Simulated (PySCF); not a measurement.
Compound: C₅H₉NO₂.
Numbering: `[NH2:1][C:2](=[O:3])[C@H:4]1[CH2:5][CH2:6][CH2:7][O:8]1`

Geometry (GFN2-xTB, Å), atoms numbered from 1 in this order:
```
atom  x, y, z in Å
N1     1.9785    0.8387    1.1216
C2     1.4932   -0.3878    0.8679
O3     1.6865   -1.3577    1.5666
C4     0.6618   -0.4589   -0.4266
C5    -0.6399   -1.2276   -0.1893
C6    -1.5890   -0.0960    0.1966
C7    -1.0965    1.0360   -0.7035
O8     0.3000    0.8384   -0.8835
H9     1.7609    1.5875    0.4846
H10    2.5543    0.9999    1.9298
H11    1.2939   -0.9325   -1.1880
H12   -0.9728   -1.7127   -1.1070
H13   -0.5100   -1.9733    0.5914
H14   -2.6354   -0.3337    0.0221
H15   -1.4531    0.1668    1.2466
H16   -1.2544    2.0286   -0.2731
H17   -1.5850    0.9965   -1.6862
```

NICS is the negative of the GIAO shielding at a point without a nucleus: at the ring centre (0) and 1 Å above and below it (1); zz is the component along the ring normal. Level: GIAO PBE0/pcSseg-1 (PySCF, non-relativistic, gas phase) on the GFN2-xTB geometry, one conformer.

Ring bond lengths (Å), with Mayer bond orders in brackets: C4–C5 1.530 (1.03), C5–C6 1.527 (1.01), C6–C7 1.528 (1.03), C7–O8 1.422 (0.90), O8–C4 1.422 (0.90).

Problem. What do the NICS probes read (ppm)?

Solution. 
| ring | type | NICS(0) | NICS(1), two faces | NICS(1)zz, two faces | rms pucker (Å) | centre to ring atoms, mean (Å) |
| --- | --- | --- | --- | --- | --- | --- |
| C4–C5–C6–C7–O8 | 5-membered ring with O; formal bonds all single | -8.3 | -3.5 / -4.4 | -6.5 / -5.8 | 0.16 | 1.25 |

Problem. What do they say, and how far can they be read as aromaticity?

Solution. 
- C4–C5–C6–C7–O8: mean NICS(1)zz -6.2 ppm, shielded. C4, C5, C6, C7 have four or more neighbours, and the NICS criterion for π rings isn't applied.

Problem. At the second NICS(1) probe listed for ring C4–C5–C6–C7–O8, 1 Å off the ring, how large is the induced field along the normal in 11.7 T applied along it?

Solution. NICSzz × B0 = -5.8 ppm × 11.7 T = -68 μT, against the applied field.

Problem. List the ring angles and the Hirshfeld charges of the ring atoms.

Solution. 
- C4–C5–C6–C7–O8: C4 107.0° (+0.037 e), C5 101.3° (-0.075 e), C6 101.5° (-0.074 e), C7 106.8° (+0.002 e), O8 109.6° (-0.144 e); sum 526.2° against 540° for a flat convex ring.

Problem. What are the shieldings of the ring atoms and their hydrogens in the same run (means over atoms taken as equivalent)?

Solution. 
```
atoms                 environment  σ isotropic (ppm)
   C4  sp3 carbon bound to oxygen              102.8
   C5             ring CH2 carbon              155.3
   C6             ring CH2 carbon              158.8
   C7  sp3 carbon bound to oxygen              113.7
   O8         cyclic ether oxygen              277.5
  H11            methine hydrogen              27.28
  H12          methylene hydrogen              29.83
  H13          methylene hydrogen              28.88
  H14          methylene hydrogen              30.08
  H15          methylene hydrogen              29.94
  H16          methylene hydrogen              27.46
  H17          methylene hydrogen              27.73
```
